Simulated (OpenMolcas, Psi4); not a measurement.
# A ladder of methods for B2O2 (SMILES O=BB=O)

B2O2: 4 atoms, total charge 0, spin state singlet. SMILES: `O=BB=O`. Geometry: relaxed at PBE0-D4/def2-TZVP.

```xyz
4

O    -0.7431    0.4598    1.8176
B    -0.3023    0.1871    0.7391
B     0.3021   -0.1869   -0.7392
O     0.7432   -0.4599   -1.8175
```

Quantity: the vertical energy of the triplet above the singlet, in eV. The values are calculated.

```
             level                 kind     program  value (eV)
 SVWN5/aug-cc-pVDZ                  LDA  OpenMolcas        5.94
   PBE/aug-cc-pVDZ                  GGA  OpenMolcas        5.73
 M06-L/aug-cc-pVDZ             meta-GGA  OpenMolcas        5.85
  TPSS/aug-cc-pVDZ             meta-GGA  OpenMolcas        5.68
r2SCAN/aug-cc-pVDZ             meta-GGA  OpenMolcas        5.73
 BHLYP/aug-cc-pVDZ        global hybrid  OpenMolcas        6.16
  PBE0/aug-cc-pVDZ        global hybrid  OpenMolcas        5.96
   MP3/aug-cc-pVDZ  perturbation theory        Psi4        8.97
```

The values span 5.68 to 8.97 eV.
